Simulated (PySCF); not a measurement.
C4H7O2, SMILES [CH2]C(=O)OCC, multiplicity 2. Geometry: B3LYP-D3(BJ)/def2-SVP. The isomer is the one that the SMILES or the coordinates give; other isomers of the formula were not compared. One conformer was computed; it need not be the lowest.

Problem. Give the equilibrium geometry at B3LYP-D3(BJ)/def2-SVP (PySCF confirms it by a frequency run) as a Z-matrix. (The exact figures need the calculation; the answer reports its results.)

Solution. This is not unique; one that fits is 
```
O
C 1 1.3545
O 2 1.2179 1 123.61
C 1 1.4352 2 116.85 3 0.59
H 4 1.0995 1 104.74 2 -157.13
H 4 1.1006 5 109.08 1 -116.60
C 2 1.4511 3 124.48 1 -179.84
H 7 1.0902 2 118.11 3 0.33
H 7 1.0909 8 121.01 2 179.90
C 4 1.5196 5 111.31 6 -122.46
H 10 1.0995 4 110.58 5 178.16
H 10 1.1010 11 108.93 4 -121.99
H 10 1.1017 11 108.18 12 -117.54
```
Charge 0, spin multiplicity 2.
